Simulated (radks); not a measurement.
Values are calculated unless marked as measured or tabulated.
Valence configurations of the gold ion Au2+ (all share [Xe]). Level of theory: Dirac Kohn-Sham, BLYP, spin-unpolarised, spherical densities, point nucleus; open shells fill j = l - 1/2 first (a radial shooting solver on a logarithmic mesh with Libxc functionals). Energies are relative to 4f14 5d9; eigenvalues in eV.

| valence | E (eV) | e(4f5/2) | e(4f7/2) | e(5d3/2) | e(5d5/2) | e(6p1/2) |
|---|---|---|---|---|---|---|
| 4f14 5d9 | 0.000 | -104.49 | -100.68 | -28.194 | -26.494 | - |
| 4f14 5d8.5 6s0.5 | 1.964 | -106.31 | -102.50 | -29.488 | -27.745 | - |
| 4f14 5d8 6s1 | 4.249 | -108.18 | -104.36 | -30.812 | -29.025 | - |
| 4f14 5d8.5 6p0.5 | 5.515 | -106.93 | -103.12 | -30.049 | -28.298 | -16.748 |
| 4f14 5d7.5 6p1.5 | 18.133 | -111.92 | -108.11 | -33.789 | -31.933 | -18.231 |
| 4f13.5 5d9 6p0.5 | 44.203 | -112.87 | -109.00 | -30.877 | -29.049 | -16.851 |
| 4f13 5d10 | 79.335 | -116.38 | -112.45 | -29.757 | -27.905 | - |
| 4f13 5d9 6s1 | 84.747 | -120.24 | -116.30 | -32.526 | -30.584 | - |
| 4f13 5d9 6p1 | 92.188 | -121.48 | -117.54 | -33.650 | -31.693 | -17.716 |
| 4f12 5d9 6s2 | 183.93 | -136.85 | -132.79 | -37.226 | -35.037 | - |

NIST lists [Xe] 4f14 5d9 as the ground configuration; this level of theory agrees among the configurations tried. The energies are those of spherical spin-averaged densities, not of single terms.
